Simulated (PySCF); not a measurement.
Stationary points of In₂H₆

Level of theory: PBE0/[In def2-TZVP with ECP28, H def2-TZVP], scalar-relativistic core potentials, density fitting, no spin–orbit coupling, PySCF.

Relaxations began from a few typed shapes. The search is not exhaustive: other isomers or separated fragments can lie lower, and high-lying points may rest on an excited occupation.

(1) Order these stationary points by electronic energy, lowest first, in kJ/mol from the lowest minimum.
A. singlet D3d: In–H 1.725 Å (×6); H–In–H 120.0° (×6)
B. singlet D2h: In–H 1.706 Å (×4), In–H 1.942 Å (×4); H–In–H 81.5° (×2), H–In–H 107.4° (×8), H–In–H 133.6° (×2), In–H–In 98.5° (×2)

(2) Which of them are minima?

## Answers

(1) B (0.0), A (101.7).

(2) By energy in kJ/mol, 0.0: minimum; 101.7: not settled, its softest mode being under 30 cm⁻¹.
